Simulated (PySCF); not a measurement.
Q: Give a PBE0-D3(BJ)/def2-SVP geometry of InChI=1S/C3H7FSi/c1-2-3(4)5/h2-3H,1H2,5H3/t3-/m1/s1.

A: 
```xyz
12
C3H7FSi angstrom
C     -1.671    0.679    0.861
C     -0.925   -0.320    0.386
C      0.089   -0.187   -0.697
F      0.068   -1.311   -1.515
Si     1.860   -0.036    0.017
H     -2.348    0.531    1.705
H     -1.627    1.684    0.429
H     -0.987   -1.318    0.836
H     -0.129    0.699   -1.320
H      2.119   -1.197    0.918
H      1.969    1.239    0.787
H      2.851   -0.037   -1.100
```

Any rigid rotation of these coordinates is as good. Atoms count from 1 in this order. Si5 (SiH3 silicon) is tetrahedral (angles from 108.9° to 109.9°). Of the pairs four or more bonds apart, H7···H9 is among the closest relative to their van der Waals radii: 2.50 Å, 104 % of the sum of Bondi's values. The 2 C–C bonds span 1.334 Å (C1=C2, drawn double) to 1.489 Å (C2–C3, drawn single), a spread of 0.155 Å.

Bonds between heavy atoms (Å): C1=C2 1.334, C2–C3 1.489, C3–F4 1.390, C3–Si5 1.916.

Computed, not measured: PBE0-D3(BJ)/def2-SVP geometry optimisation, gas phase (PySCF).

Point group: C1 (no symmetry element, even within 0.4 Å). No frequency check. The numbers are those of one conformer (C1–C2–C3–F4 -142°).
